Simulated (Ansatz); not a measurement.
**Telling isomers of C2H6ClFSn apart by their spectra**

These gas-phase data were calculated for one isomer of C2H6ClFSn at PBE0-D3(BJ)/def2-SVP (harmonic, unscaled wavenumbers; equilibrium rotational constants with average atomic masses):

```
rotational constants            : 2.493, 1.737, 1.587 GHz
all wavenumbers above 1500 cm⁻¹ : 3212, 3211, 3206, 3206, 3081, 3080
dipole moment                   : 4.28 D (PBE0/def2-SVPD)
```

Candidates:

(1) `[CH3][Sn]([CH3])([F])[Cl]`, a singlet
(2) `C[CH2][Sn@H]([F])[Cl]`, a singlet

Problem. Assign the data to one candidate and say why.

Solution. Candidate (1). No mode falls between 1650 and 2000 cm⁻¹, where the Sn–H stretch of (2) would stand.

The same quantities for all candidates:

|  | rotational constants (GHz) | wavenumbers above 1500 cm⁻¹ | dipole (D) | E above the lowest, PBE0-D3(BJ)/def2-SVP (kcal/mol) |
| --- | --- | --- | --- | --- |
| (1) | 2.493, 1.737, 1.587 | 3212, 3211, 3206, 3206, 3081, 3080 | 4.28 | 0.0 |
| (2) | 2.28, 1.806, 1.341 | 3165, 3148, 3146, 3084, 3057, 1959 | 4.02 | 8.7 |

Harmonic stretches to hydrogen usually lie a few per cent above observed fundamentals. Each candidate is one conformer. Atoms past krypton carry core potentials. Programs: Ansatz 0.2.0.
